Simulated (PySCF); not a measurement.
CH5Bi, SMILES [BiH2][CH3]. Atoms are numbered in the order given.

```xyz
7

Bi     0.2263     0.0310     0.0000
H      0.3254    -1.2350     1.2687
H      0.3254    -1.2350    -1.2687
C     -2.0424    -0.0125     0.0000
H     -2.3948     0.5060    -0.8907
H     -2.3925    -1.0415     0.0000
H     -2.3948     0.5060     0.8907
```

Coordinates come from a r2SCAN-D4/def2-TZVP optimisation. The def2 effective core potentials stand for the cores of Bi; spin–orbit coupling is left out.

Computed with M06-2X/def2-TZVPD (PySCF).

Gas-phase values at a fixed geometry.

The total energy comes out as -255.56371 hartree and the point group is Cs. The highest occupied level comes out as -8.31 eV and the lowest empty level is 0.07 eV. The orbital gap is 8.38 eV and the dipole moment comes out as 1.08 D. The quadrupole, principal values (traceless, Buckingham form, about the centre of nuclear charge) is -1.17, 0.41, 0.76 D·Å and the mean static polarisability comes out as 65.6 bohr³ (9.72 Å³). The polarisability, principal values is 60.2, 60.3, 76.1 bohr³.
